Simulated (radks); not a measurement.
The mean radii <r> (bohr) of the occupied orbitals of an atom or ion are listed with their occupations. Calculated with a radial shooting solver on a logarithmic mesh with Libxc functionals: scalar-relativistic Kohn-Sham, r2SCAN, spin-polarised, spherical densities, finite nucleus; meta-GGA in the generalised Kohn-Sham scheme; Fermi nuclear charge, rms radius of each element as measured or else 0.836 A^(1/3) + 0.57 fm.

| orbital | occ. | <r> |
|---|---|---|
| 1s up | 1 | 0.02363 |
| 1s down | 1 | 0.02363 |
| 2s down | 1 | 0.1010 |
| 2s up | 1 | 0.1010 |
| 2p down | 3 | 0.08882 |
| 2p up | 3 | 0.08882 |
| 3s up | 1 | 0.2659 |
| 3s down | 1 | 0.2658 |
| 3p up | 3 | 0.2643 |
| 3p down | 3 | 0.2641 |
| 3d up | 5 | 0.2419 |
| 3d down | 5 | 0.2417 |
| 4s up | 1 | 0.6051 |
| 4s down | 1 | 0.6050 |
| 4p up | 3 | 0.6393 |
| 4p down | 3 | 0.6392 |
| 4d up | 5 | 0.6978 |
| 4d down | 5 | 0.6982 |
| 5s up | 1 | 1.400 |
| 5s down | 1 | 1.411 |
| 5p up | 3 | 1.571 |
| 5p down | 3 | 1.585 |
| 4f up | 2 | 0.8955 |

Name the element and its charge. Open shells, if any, are filled with parallel spins first.

Answer. Z = 60, neodymium, charge +4: Nd4+ in [Xe] 4f2. The 1s radius gives Z: for a bare nucleus <r> = (2 gamma + 1)/(2Z) with gamma = sqrt(1 - (Z/c)^2), 0.02332 bohr for Z = 60, and screening makes it slightly larger (0.02363 here). The occupations add up to 56, and the charge is Z minus that.
